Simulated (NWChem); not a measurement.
All runs are NWChem calculations. System: F$_{2}$Si, charge 0, spin multiplicity 1, displaced from the optimised geometry. The structure started from a generated list of species. Level: MP2/cc-pVDZ, 7 core orbitals frozen, spin-restricted.

Output (cleaned and shortened):

```
             Northwest Computational Chemistry Package (NWChem) 7.3.0
             --------------------------------------------------------

                                NWChem Input Module
                                -------------------

 Scaling coordinates for geometry "geometry" by  1.889725989
 (inverse scale =  0.529177249)

                             Geometry "geometry" -> ""
                             -------------------------

 Output coordinates in angstroms (scale by  1.889725989 to convert to a.u.)

  No.       Tag          Charge          X              Y              Z
 ---- ---------------- ---------- -------------- -------------- --------------
    1 Si                  14.0000     0.00000000     0.00000000     0.58808300
    2 F                    9.0000    -1.24649100     0.00000000    -0.45739800
    3 F                    9.0000     1.05951700     0.00000000    -0.30057600

 Effective nuclear repulsion energy (a.u.)     107.7451743055

            Nuclear Dipole moment (a.u.)
            ----------------------------
        X                 Y               Z
 ---------------- ---------------- ----------------
    -3.1799666429     0.0000000000     2.6671517014


 Summary of "ao basis" -> "" (spherical)
 ------------------------------------------------------------------------------
       Tag                 Description            Shells   Functions and Types
 ---------------- ------------------------------  ------  ---------------------
 *                          cc-pvdz                   on all atoms

 Summary of "ao basis" -> "ao basis" (spherical)
 ------------------------------------------------------------------------------
       Tag                 Description            Shells   Functions and Types
 ---------------- ------------------------------  ------  ---------------------
 Si                         cc-pvdz                  8       18   4s3p1d
 F                          cc-pvdz                  6       14   3s2p1d

                                 NWChem SCF Module
                                 -----------------

  ao basis        = "ao basis"
  functions       =    46
  atoms           =     3
  closed shells   =    16
  open shells     =     0
  charge          =   0.00
  wavefunction    = RHF
  use symmetry    = F
  symmetry adapt  = F

 Summary of "ao basis" -> "ao basis" (spherical)
 ------------------------------------------------------------------------------
       Tag                 Description            Shells   Functions and Types
 ---------------- ------------------------------  ------  ---------------------
 Si                         cc-pvdz                  8       18   4s3p1d
 F                          cc-pvdz                  6       14   3s2p1d

 Forming initial guess at       0.1s

      Superposition of Atomic Density Guess
      -------------------------------------

 Sum of atomic energies:        -487.60300030

      Non-variational initial energy
      ------------------------------

 Total energy =    -488.133340
 1-e energy   =    -892.793296
 2-e energy   =     296.914782
 HOMO         =      -0.294825
 LUMO         =      -0.006484

 Starting SCF solution at       1.1s

 ----------------------------------------------
         Quadratically convergent ROHF

 Convergence threshold     :          1.000E-07
 Maximum no. of iterations :          100
 Final Fock-matrix accuracy:          1.000E-09
 ----------------------------------------------

              iter       energy          gnorm     gmax       time
             ----- ------------------- --------- --------- --------
                 1     -487.7822658950  1.01D+00  2.43D-01      1.1
                 2     -487.8304702497  2.00D-01  6.67D-02      1.2
                 3     -487.8338380006  1.42D-02  4.75D-03      1.2
                 4     -487.8338655209  8.95D-05  2.45D-05      1.2
                 5     -487.8338655218  5.24D-09  1.46D-09      1.2

       Final RHF  results
       ------------------

         Total SCF energy =   -487.833865521848
      One-electron energy =   -893.751104756356
      Two-electron energy =    298.172064928962
 Nuclear repulsion energy =    107.745174305545
[...]
                       ROHF Final Molecular Orbital Analysis
                       -------------------------------------

 Vector   14  Occ=2.000000D+00  E=-6.402253D-01
              MO Center= -1.1D+00, -7.5D-16, -4.1D-01, r^2= 7.1D-01
   Bfn.  Coefficient  Atom+Function         Bfn.  Coefficient  Atom+Function
  ----- ------------  ---------------      ----- ------------  ---------------
    23      0.625741  2 F  py                26      0.457063  2 F  py

 Vector   15  Occ=2.000000D+00  E=-6.346992D-01
              MO Center= -9.9D-01, -1.9D-16, -4.1D-01, r^2= 1.0D+00
   Bfn.  Coefficient  Atom+Function         Bfn.  Coefficient  Atom+Function
  ----- ------------  ---------------      ----- ------------  ---------------
    22      0.496779  2 F  px                24     -0.369084  2 F  pz
    25      0.359527  2 F  px                27     -0.268164  2 F  pz
    36      0.210310  3 F  px                39      0.155618  3 F  px

 Vector   16  Occ=2.000000D+00  E=-3.901266D-01
              MO Center= -6.5D-02, -1.1D-15,  1.1D+00, r^2= 1.8D+00
   Bfn.  Coefficient  Atom+Function         Bfn.  Coefficient  Atom+Function
  ----- ------------  ---------------      ----- ------------  ---------------
     4      0.605200  1 Si s                  3      0.361354  1 Si s
    10      0.312110  1 Si pz                13      0.191391  1 Si pz
    24     -0.185981  2 F  pz                38     -0.164009  3 F  pz
    27     -0.158685  2 F  pz

 Vector   17  Occ=0.000000D+00  E= 5.978505D-02
              MO Center= -2.1D-02, -7.5D-17,  6.9D-01, r^2= 3.1D+00
   Bfn.  Coefficient  Atom+Function         Bfn.  Coefficient  Atom+Function
  ----- ------------  ---------------      ----- ------------  ---------------
    12      0.805266  1 Si py                 9      0.340355  1 Si py
    40     -0.220417  3 F  py                26     -0.185785  2 F  py
    37     -0.178854  3 F  py                23     -0.155054  2 F  py

 Vector   18  Occ=0.000000D+00  E= 1.609609D-01
              MO Center=  7.4D-02,  4.4D-16,  9.1D-01, r^2= 3.8D+00
   Bfn.  Coefficient  Atom+Function         Bfn.  Coefficient  Atom+Function
  ----- ------------  ---------------      ----- ------------  ---------------
    11      1.075225  1 Si px                35     -0.334772  3 F  s
    21      0.323345  2 F  s                 17     -0.152873  1 Si d  1

 Vector   19  Occ=0.000000D+00  E= 2.067414D-01
              MO Center=  4.5D-03,  1.8D-16,  1.6D-01, r^2= 3.9D+00
   Bfn.  Coefficient  Atom+Function         Bfn.  Coefficient  Atom+Function
  ----- ------------  ---------------      ----- ------------  ---------------
    13      1.073317  1 Si pz                 4     -0.759030  1 Si s
    35      0.459472  3 F  s                 21      0.419209  2 F  s
    25      0.161634  2 F  px                 2      0.159447  1 Si s
    18      0.154465  1 Si d  2

 center of mass
 --------------
 x =  -0.10174804 y =   0.00000000 z =   0.05878998

 moments of inertia (a.u.)
 ------------------
          54.647543430541           0.000000000000         -17.469548991725
           0.000000000000         235.537888352070           0.000000000000
         -17.469548991725           0.000000000000         180.890344921529

  Mulliken analysis of the total density
  --------------------------------------

    Atom       Charge   Shell Charges
 -----------   ------   -------------------------------------------------------
    1 Si  14    13.19   2.00  2.01  0.84  0.84  6.00  0.86  0.29  0.34
    2 F    9     9.46   2.00  0.89  1.04  3.33  2.20  0.00
    3 F    9     9.35   2.00  0.89  1.00  3.42  2.03  0.01

       Multipole analysis of the density wrt the origin
       ------------------------------------------------

     L   x y z        total         open         nuclear
     -   - - -        -----         ----         -------
     0   0 0 0     -0.000000      0.000000     32.000000

     1   1 0 0      0.402686      0.000000     -3.179967
     1   0 1 0      0.000000      0.000000      0.000000
     1   0 0 1      0.331332      0.000000      2.667152

     2   2 0 0    -18.387862      0.000000     86.015672
     2   1 1 0     -0.000000      0.000000      0.000000
     2   1 0 1     -0.417886      0.000000      8.088796
     2   0 2 0    -14.265307      0.000000      0.000000
     2   0 1 1      0.000000      0.000000      0.000000
     2   0 0 2    -17.905227      0.000000     26.918013

                   NWChem MP2 Semi-direct Energy/Gradient Module
                   ---------------------------------------------

  Basis functions       =     46
  Molecular orbitals    =     46
  Frozen core           =      7
  Frozen virtuals       =      0
  Active alpha occupied =      9
  Active beta occupied  =      9
  Active alpha virtual  =     30
  Active beta virtual   =     30
  Use MO symmetry       = F
  Use skeleton AO sym   = F

  AO/Fock/Back tols     =   1.0D-09  1.0D-09  1.0D-09

 GA uses MA = F    GA memory limited = T

 Available:
  local mem=  1.26D+08
 global mem=  1.44D+08
 local disk=  0.00D+00
  mp2_memr nvloc                    30
  nvloc new                    30
   1 passes of   9:        3145728                      11201                    996040.
   1 passes of   9: M    126153667           G      144174968           F     123007939.

 Semi-direct pass number   1 of   1  for RHF alpha+beta  at        1.3s
  vrange nnbf                  1081
  mp2_eaftype                    10  avail_ma_in_mb                  1099
 EAF : mp2_eaftype filesize          10     498020.
  mp2_eaf for mointskh                     10
Node 0 wrote      2.3 Mb in      0.0 s     Agg I/O rate:  2148.7 Mb/s
 Done moints_semi at        3.6s
  mp2_eaftype                    10  avail_ma_in_mb                  1089
 EAF : mp2_eaftype filesize          10     498020.
  mp2_eaf for kh                    10
 Done maket at        3.6s
 Done multipass loop at        3.6s

          -------------------------------------------
          SCF energy                -487.833865521848
          Correlation energy          -0.445936263206
          Singlet pairs               -0.267118935567
          Triplet pairs               -0.178817327639
          Total MP2 energy          -488.279801785054
          -------------------------------------------

          ---------------------------------------------------
                    Spin Component Scaled (SCS) MP2
          Same spin pairs                     -0.119211551759
          Same spin scaling factor             0.333333333333
          Opposite spin pairs                 -0.326724711446
          Opposite spin scaling fact.          1.200000000000
          SCS-MP2 correlation energy          -0.431806837655
          Total SCS-MP2 energy              -488.265672359504
          ---------------------------------------------------

 -----------------------
 Performance information
 -----------------------

 Timer overhead =  2.16D-07 seconds/call

               Nr. of calls         CPU time (s)                 Wall time (s)                GFlops
             ---------------    -------------------     ------------------------------   -------------------
Name         Min   Avg   Max    Min     Avg     Max     Min     Avg     Max   Mx/calls   Min     Max     Sum
mp2: moin     1     1     1    2.3     2.3     2.3      2.3     2.3     2.3     2.3      0.0     0.0     0.0
mp2: make     1     1     1   1.72E-2 1.72E-2 1.72E-2  1.72E-2 1.72E-2 1.72E-2 1.72E-2   0.0     0.0     0.0
mp2: tota     1     1     1    2.4     2.4     2.4      2.4     2.4     2.4     2.4      0.0     0.0     0.0

 The average no. of pstat calls per process was 3.00D+00
 with a timing overhead of 6.49D-07s

 Task  times  cpu:        3.6s     wall:        3.6s

 Total times  cpu:        3.6s     wall:        3.6s
```

Write an NWChem input that would produce this output.

This is not unique; one that fits is 
```
start mol
memory heap 200 mb stack 900 mb global 1100 mb
geometry units angstroms nocenter noautoz noautosym
  Si     0.000000     0.000000     0.588083
  F     -1.246491     0.000000    -0.457398
  F      1.059517     0.000000    -0.300576
end
basis spherical
  * library cc-pvdz
end
scf
  rhf
  nopen 0
  maxiter 100
  thresh 1e-7
  semidirect memsize 60000000 filesize 0
end
mp2
  freeze core 7
end
task mp2 energy
```
